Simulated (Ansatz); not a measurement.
C3H7ClSi, SMILES `CC1(Cl)C[SiH2]1`. Charge 0, multiplicity 1. Geometry: relaxed with PBE0-D4/def2-TZVP.

```xyz
12

C    -0.369   -1.316    0.715
C     0.431   -0.126    0.267
Cl    2.020   -0.055    1.058
C    -0.293    1.227    0.212
Si    0.287    0.608   -1.437
H    -0.570   -1.263    1.790
H     0.158   -2.247    0.504
H    -1.329   -1.343    0.191
H     0.235    2.064    0.655
H    -1.347    1.198    0.477
H    -0.696    0.025   -2.377
H     1.473    1.228   -2.057
```

**Question.** What is the dipole moment at PBE/def2-TZVPP? (An estimate is asked.)

**Answer.** Ansatz gave: 1.81 D, with components (-1.63, 0.03, -0.79) D in this frame, pointing from negative to positive charge.

**Question.** And with r2SCAN, B3LYP, ωB97M-V? (Estimate.)

**Answer.** The calculation gave: r2SCAN 1.95 D, B3LYP 1.95 D, ωB97M-V 1.97 D.

**Question.** Give the Mulliken charges with PBE, r2SCAN, B3LYP in def2-TZVPP. (An estimate is asked.)

**Answer.** The calculation gave: 
| atom | PBE | r2SCAN | B3LYP |
| --- | --- | --- | --- |
| C1 | -0.25 | -0.13 | -0.24 |
| C2 | 0.10 | 0.09 | 0.08 |
| Cl3 | -0.16 | -0.18 | -0.17 |
| C4 | -0.22 | -0.26 | -0.28 |
| Si5 | 0.18 | 0.29 | 0.26 |
| H6 | 0.09 | 0.05 | 0.09 |
| H7 | 0.09 | 0.06 | 0.09 |
| H8 | 0.08 | 0.04 | 0.07 |
| H9 | 0.10 | 0.08 | 0.11 |
| H10 | 0.08 | 0.07 | 0.09 |
| H11 | -0.05 | -0.06 | -0.06 |
| H12 | -0.04 | -0.05 | -0.05 |

B3LYP here is the variant with VWN-RPA as its local correlation; programs differ in this.
